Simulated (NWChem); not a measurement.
# Atomisation of ITl

```xyz
2

Tl     0.0000     0.0000    -1.1409
I      0.0000     0.0000     1.7437
```
Charge 0, spin multiplicity 1.

The numbers come from NWChem runs, not from measurements. All single points use one geometry, from PBE/def2-SVP with def2 effective core potentials on I, Tl, a minimum by its harmonic frequencies.

Basis set: def2-TZVP. The atomisation energy is electronic alone: no zero-point, thermal, spin-orbit or counterpoise terms. No value is extrapolated to the basis-set limit. Free atoms are single determinants with multiplicities Tl 2, I 2.

Effective core potentials replace the inner electrons of I; spin-orbit coupling is left out. B3LYP has NWChem's definition, with VWN1-RPA local correlation. The structure started from a generated list of species. No SCF solution was tested for a lower state. Open-shell Hartree-Fock references start from PBE0 orbitals.

Task: Order these methods by the atomisation energy they give, lowest first: HF, BP86, PBE, BHandHLYP, B3LYP, PBE0.

Result: HF (58.2 kcal/mol), BHandHLYP (77.4 kcal/mol), B3LYP (80.3 kcal/mol), PBE0 (82.7 kcal/mol), BP86 (84.1 kcal/mol), PBE (85.1 kcal/mol)
